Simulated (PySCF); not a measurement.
SMILES COC(C)(C)OC(F)F, C₅H₁₀F₂O₂

Geometry (Å), atoms numbered from 1 in this order:
```xyz
19

C    -1.1573   -1.7467    0.3160
O    -0.5446   -0.8775   -0.6238
C    -0.1723    0.3860   -0.1643
C    -1.2754    1.1410    0.5752
C     0.3134    1.1684   -1.3840
O     0.8936    0.2586    0.8132
C     1.9698   -0.4512    0.4403
F     2.9999    0.3555    0.0676
F     2.4311   -1.1477    1.4987
H    -1.1364   -2.7333   -0.1425
H    -2.1940   -1.4569    0.5052
H    -0.6028   -1.7681    1.2573
H    -1.4716    0.6752    1.5362
H    -2.1792    1.1400   -0.0276
H    -0.9522    2.1622    0.7468
H     1.0043    0.5668   -1.9685
H    -0.5373    1.4231   -2.0082
H     0.8155    2.0748   -1.0593
H     1.7856   -1.1610   -0.3860
```

Method used: GIAO CAM-B3LYP/pcSseg-1 magnetisability, rotational g tensor and spin-rotation constants, non-relativistic, gas phase in PySCF 2.14.0. Geometry: GFN2-xTB.

Task: How diamagnetic is it, and how anisotropic?

Result: Isotropic -1362 × 10⁻³⁰ J/T², or -82.0 × 10⁻⁶ cm³/mol; principal values -1451, -1338, -1296 × 10⁻³⁰ J/T², anisotropy 139 × 10⁻³⁰ J/T² (root of half the summed squared differences of the principal values). The susceptibility is in cgs units.

Task: Split it along the inertial axes a, b, c into diamagnetic and paramagnetic parts about the centre of mass, with the quadrupole moment.

Result: 
| axis | χ (10⁻⁶ cm³/mol) | diamagnetic (10⁻⁶ cm³/mol) | paramagnetic (10⁻⁶ cm³/mol) | summed x² of all electrons (Å²) | quadrupole Θ (D Å) |
| --- | --- | --- | --- | --- | --- |
| a | -80.8 | -656.1 | 575.3 | 195.9 | -3.92 |
| b | -85.8 | -1044.4 | 958.6 | 104.4 | +4.83 |
| c | -79.3 | -1274.3 | 1194.9 | 50.2 | -0.91 |

Anisotropies 2χaa − χbb − χcc = +3.5 and 2χbb − χaa − χcc = -11.5 × 10⁻⁶ cm³/mol. Θ is traceless in Buckingham's convention.

Task: And the rotational g tensor?

Result: 
```tsv
axis	rotational constant (GHz)	g	nuclear part	electronic part
a	2.2601	-0.0128	0.5980	-0.6109
b	1.2295	-0.0071	0.5466	-0.5537
c	0.9969	-0.0072	0.5524	-0.5596
```
Asymmetric top; isotopes 12C, 19F, 1H, 16O; no vibrational averaging.
